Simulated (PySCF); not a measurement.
## BeO: one state, many levels of theory

State: ¹Σ⁺ (singlet), closed shell. Set-up: basis Be 3-21G, O 3-21G; no relativity; PySCF 2.14. De refers to Be + O in their high-spin ground configurations, without counterpoise correction. A positive dipole means Be(−)O(+). Levels whose curve was spin-contaminated or gave no clean fit are not listed.

| Level | Re (Å) | ωe (cm⁻¹) | De (eV) | μ (D) | CPU s a point (SCF and correlation, without the integrals) |
| --- | --- | --- | --- | --- | --- |
| RHF | 1.327 | 1731 | 1.00 | -6.37 | 0.012 |
| RHF-CCSD | 1.371 | 1539 | 2.96 | n/a | n/a |
| RHF-CCSD(T) | 1.397 | 1379 | 3.31 | n/a | 0.14 |
| PBE | 1.378 | 1481 | 5.13 | -4.47 | 0.17 |
| revPBE | 1.383 | 1464 | 4.82 | -4.49 | 0.14 |
| BLYP | 1.377 | 1481 | 5.09 | -4.38 | 0.15 |
| BP86 | 1.379 | 1477 | 5.06 | -4.50 | 0.14 |
| r²SCAN | 1.373 | 1509 | 4.63 | -4.90 | 0.25 |
| PBE0 | 1.358 | 1563 | 4.26 | -5.17 | 0.26 |
| ωB97X | 1.354 | 1589 | 4.13 | -5.44 | 0.18 |

Measured (Huber and Herzberg, Constants of Diatomic Molecules (1979)): Re = 1.3309 Å, ωe = 1487.32 cm⁻¹.

The bond length runs from 1.327 Å (RHF) to 1.397 Å (RHF-CCSD(T)). De spans 1.00 eV (RHF, mean field) to 5.13 eV (PBE, GGA). Correlation at CCSD(T) changes the Hartree–Fock bond energy by +2.31 eV; the triples alone change it by +0.35 eV.

Correlated steps freeze 1 core orbital. Where the molecule has an RHF reference, its open-shell atoms are computed with UHF. The CCSD T1 diagnostic is raised, a sign that a single reference may not be enough here. 3-21G is very small, so such numbers show the basis as much as the molecule.

The whole job (state search and all levels along the bond) took about 0.43 min on 1 thread of Arm Neoverse V1 (shared host), peak memory 0.31 GiB.
